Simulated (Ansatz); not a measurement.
System: AlF2, net charge 1, singlet state. 
Coordinates optimised at B3LYP-D3(BJ)/def2-TZVP (Ansatz, an electronic-structure program):
```
Al
F 1 1.5918
F 1 1.5918 2 180.00
```
Charge +1, spin multiplicity 1.

Basis-set convergence of Hartree-Fock and MP2 correlation energies (hartree) with Ansatz. Correlated levels leave the core frozen unless marked. Spin-orbit coupling is left out. No relativistic terms.

```
basis        functions       E(HF)  E(corr, MP2)
-----------  ---------  ----------  ------------
cc-pV(D+d)Z         51  -440.60487      -0.42638
cc-pV(T+d)Z         99  -440.70230      -0.55998
cc-pV(Q+d)Z        174  -440.72518      -0.60999
```

Extrapolating the two largest sets (X = 3 and 4) as X^-3: E(corr) = (64·(-0.60999) - 27·(-0.55998))/37 = -0.6465 Eh, an estimate of the basis-set limit. The largest set recovers 94.4 % of it, the smallest 66.0 %.
